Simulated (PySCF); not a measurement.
A search over the determinants of AgC

Unrestricted PBE0; basis Ag cc-pVDZ-PP with ECP28, C cc-pVDZ; scalar-relativistic core potentials; PySCF 2.14. Outer shells of the fragments: Ag 4d10 5s1; C 2s2 2p2.

Followed along the bond (rough minima from three points):

| 2Ms+1 | unpaired | ⟨S²⟩ at the start | R at minimum (Å) | Te (eV) |
| --- | --- | --- | --- | --- |
| 4 | σ ↑, π ↑↑ | 3.76 | 2.02 | 0.00 |
| 2 | π ↑ | 0.78 | 2.02 | 0.23 |
| 2 | σ ↓, π ↑↑ | 1.77 | 2.04 | 0.59 |
| 2 | σ ↑, π ↑↓ | 1.77 | 2.02 | 0.71 |

Solutions found at the starting distance of 2.045 Å, counted from the lowest of them; the search is not exhaustive and high or unbound solutions are not listed, so other states can lie among these:

| 2Ms+1 | unpaired | term | E (eV) | ⟨S²⟩ | ⟨Lz²⟩ | μ (D) |
| --- | --- | --- | --- | --- | --- | --- |
| 4 | σ ↑, π ↑↑ | ⁴Σ⁻ | 0.00 | 3.76 | 0.00 | -3.81 |
| 2 | π ↑ | ²Π | 0.23 | 0.78 | 1.01 | -2.45 |
| 2 | σ ↓, π ↑↑ | mixed | 0.59 | 1.77 | 0.00 | -3.53 |
| 2 | σ ↑, π ↑↓ | mixed | 0.71 | 1.77 | 2.01 | -3.71 |
| 4 | σ ↑↑, π ↑ | ⁴Π | 1.87 | 3.76 | 1.01 | 2.06 |
| 2 | σ ↑ | mixed | 1.94 | 0.76 | 2.00 | -3.67 |
| 2 | σ ↑ | ²Σ⁺ | 2.71 | 0.75 | 0.00 | 2.31 |
| 6 | σ ↑↑↑, π ↑↑ | ⁶Σ⁻ | 4.54 | 8.76 | 0.00 | -0.29 |
| 4 | π ↑↑, δ ↑ | ⁴Δ | 4.63 | 3.88 | 4.00 | -2.77 |
| 2 | π ↑↑, δ ↓ | mixed | 4.63 | 1.94 | 3.96 | -2.84 |

A term symbol is given only where ⟨S²⟩ and ⟨Lz²⟩ are close to those of a pure state; real π, δ and φ orbitals otherwise mix terms. A positive dipole means Ag(−)C(+).

Spin–orbit coupling is left out. Counting both spins, an empty level lies below a filled one in some of these solutions, because spin and occupation are held. The state is the lowest single determinant that the PBE0 search found; with open d or f shells the true ground state can be another one.
